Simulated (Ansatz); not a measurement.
Stepwise reaction of `N[Si](N)(N)O` with water, as a gas-phase model of exchange steps in deposition or etching. ΔE in kJ/mol; ΔG adds harmonic PBE0-D4 terms to CCSD(T)/CBS, at 1 bar.

Gas-phase electronic energies from Ansatz, PBE0-D4/def2-TZVP geometries. CBS: MP2 limit from def2 TZ/QZ plus the TZ coupled-cluster correction, frozen cores. This one scheme is used for every species. Functionals use def2-TZVPP. B3LYP here is the variant with VWN-RPA as its local correlation; programs differ in this. One conformer a species, not always the lowest.

```csv
step,reaction,PBE-D4,B3LYP-D4,ωB97M-V,CCSD(T)/CBS,ΔG(600 K)
1,`N[Si](N)(N)O` + H₂O → `N[Si](N)(O)O` + NH₃,-45.2,-49.4,-48.9,-45.7,-52.9
2,`N[Si](N)(O)O` + H₂O → `N[Si](O)(O)O` + NH₃,-45.9,-48.7,-48.8,-46.9,-37.0
3,`N[Si](O)(O)O` + H₂O → `O[Si](O)(O)O` + NH₃,-45.3,-48.9,-48.6,-46.8,-38.9
```

Task: By hand: ΔE of the 3 steps together at CCSD(T)/CBS.

Result: (-45.7) + (-46.9) + (-46.8) = -139.4 kJ/mol, or -46.5 kJ/mol a step.

In ΔE the steps differ by no more than 1.2 kJ/mol. All are downhill at CCSD(T)/CBS. ΔG lies between -52.9 and -37.0 kJ/mol a step. PBE-D4 differs from CCSD(T)/CBS by 0.5 to 1.5 kJ/mol a step. Isolated molecules leave out the surface, adducts and barriers. Largest T1 diagnostic: 0.011.
